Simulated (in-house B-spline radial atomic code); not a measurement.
What moves the levels of Ho II (Ho+) ([Xe] 4f11 6s1)? Computed with a radial B-spline atomic code at the basis-set limit: Dirac-Hartree-Fock, average of configuration, Fermi nucleus of rms radius 5.2022 fm.

Baseline run (computed): total energy -12621.1940 hartree, 1s1/2 at -2056.398 hartree, 6s1/2 at -10.934 eV with <r> = 3.894 bohr.

Scaling the speed of light c (a factor of 100 is close to the non-relativistic limit):

```tsv
c/c0	ΔE (hartree)	6s1/2 level (eV)	6s1/2 <r> (bohr)
0.95	-69.293	-11.0254	3.863
0.98	-26.196	-10.9685	3.882
1.02	24.394	-10.9027	3.905
3	501.09	-10.3307	4.118
100	556.47	-10.2692	4.142
```

Changing the nucleus:

| nucleus | ΔE (eV) |
| --- | --- |
| Gaussian nucleus of rms radius 5.2022 fm | -0.191 |
| uniform spherical nucleus of rms radius 5.2022 fm | 0.0517 |
| Gaussian nucleus of rms radius 0.01 fm | -32.4 |
| Fermi nucleus of rms radius 5.0982 fm | -1.12 |
| Fermi nucleus of rms radius 5.3062 fm | 1.13 |

A larger nucleus binds the electrons less, roughly as the density at the nucleus times the change of the nuclear <r²>. At equal rms radius the shape enters only through higher moments. A radius of 0.01 fm is nearly a point.

**Question.** The nuclear charge is raised by 0.1. What does the Hellmann-Feynman theorem predict for the energy, and what is found?

**Answer.** dE/dZ ≈ -Σ<1/r>, which is -465.209 at the start and -466.252 at the end; their mean times 0.1 is -46.573 hartree, and the two runs differ by -46.571 hartree.
